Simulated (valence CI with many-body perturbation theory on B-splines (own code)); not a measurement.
# Sb XLVI in brief

Computed by relativistic CI+MBPT: four valence electrons over a frozen Dirac-Fock core [He], a basis of 11 s, 11 p, 9 d, 7 f, 5 g, 2 h, 1 i functions for each j, with the one-electron correlation potential Σ1, the two-electron term Σ2, the three-electron term Σ3, Breit, model QED; selected CI, second order for the rest (own B-spline code, finite nucleus).

No measured spectrum was set against this ion. As an estimate, large intervals hold to a few tenths of a per cent, small ones and those within an open d or f shell to about a per cent. Among the levels kept, up to 280 cm⁻¹ of a level comes from second order outside the variational space, and about a tenth of that is noise between levels of different J, which matters for small intervals.

Levels are named by their leading jj configuration (3d3/2^4 stands for four electrons in 3d with j = 3/2), which in mixed levels can hold well under half, so a name can repeat and another be missing.

Rates and lifetimes use the calculated energies. Strong lines usually hold to 10 to 20 %, long lifetimes can be off by a factor of two.

**Question.** What is the ground level?

**Answer.** (2s^2 2p1/2^2) J=0, composition 71 % 2s²2p² ³P + 28 % 2s²2p² ¹S.

**Question.** Name the longest-lived excited levels whose lifetime is computed, and their main decay.

**Answer.** (2s^2 2p1/2 2p3/2) J=2 at 19.90 Ry lives 7.76 μs, mostly by E2 to (2s^2 2p1/2^2) J=0; (2s^2 2p1/2 2p3/2) J=1 at 18.80 Ry lives 8.98 ns, mostly by M1 to (2s^2 2p1/2^2) J=0.

**Question.** Where does the other parity begin?

**Answer.** At (2s 2p1/2^2 2p3/2) J=2, 31.34 Ry.

**Question.** Among levels below 375.01 Ry, which E1 lines absorb most strongly from the ground level?

**Answer.** to (2s^2 2p1/2 3d3/2) J=1 at 0.2679 nm, f = 1.42; to (2s 2p1/2^2 3p3/2) J=1 at 0.2622 nm, f = 0.382; to (2s 2p1/2^2 2p3/2) J=1 at 2.563 nm, f = 0.156.

**Question.** What is the ionisation energy?

**Answer.** 7888 eV; NIST lists 7887 ± 4 eV (theoretical).
